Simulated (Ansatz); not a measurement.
A run for Ansatz (a program for electronic structure): R-BLYP/def2-TZVPPD on HI (SMILES I) with ghost functions. Elements past Kr take the def2 small-core potentials; no spin–orbit coupling. Files ending in .json are basis or fitting sets from the Basis Set Exchange.

Ansatz 0.2 input:
```yaml
crystal:
  periodic: [false, false, false]
  atoms:
    - {symbol: I, position_ang: [1.73859897, 0.59878515, 3.87011678]}
    - {symbol: H, position_ang: [0.91808441, 0.22391667, 2.52297024]}
basis:
  gaussian:
    orbitals: def2-TZVPPD.json
    ghost_atoms:
      - {symbol: C, position_ang: [-0.75728567, -0.57204618, -0.31790175]}
      - {symbol: N, position_ang: [-0.20264249, -0.30010856, 0.64590358]}
      - {symbol: H, position_ang: [-1.27406422, -0.82612094, -1.21631018]}
hamiltonian:
  xc: {name: BLYP}
scf: {lower_state_search: off}
```

The head of its log:

```
WARN ansatz: RAYON_NUM_THREADS=1 ignored (pool sized by the plan → 1); use --threads N
Functional definition: BLYP
these checks for a lower state are left out or cut short: stability, starts, cluster_reference, orbital_swaps, neighbouring_geometries, increment
integrals: 0.06 GiB planned
858 factors; their error is unknown
mean field: 0.49 GiB planned
mean field evaluation 1: about -8115.6441 eV, gradient 7.9e0 eV
mean field evaluation 2: about -8115.5550 eV, gradient 1.2e1 eV
```

### Question
Give the final energy of this run.

### Answer
-298.2515 hartree.
